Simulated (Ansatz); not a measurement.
Species: C₃H₇B, SMILES `B/C=C\C` (charge 0, multiplicity 1), formula C₃H₇B.

Question: How many basis functions does frozen-core CCSD(T)/cc-pVTZ // PBE0-D4/def2-TZVP (Ansatz, a program for electronic structure) use, how many core orbitals are frozen, and how many electrons are correlated?

Answer: 218 basis functions and 4 frozen orbitals, which leaves 22 correlated electrons. Core time is of the order of minutes.
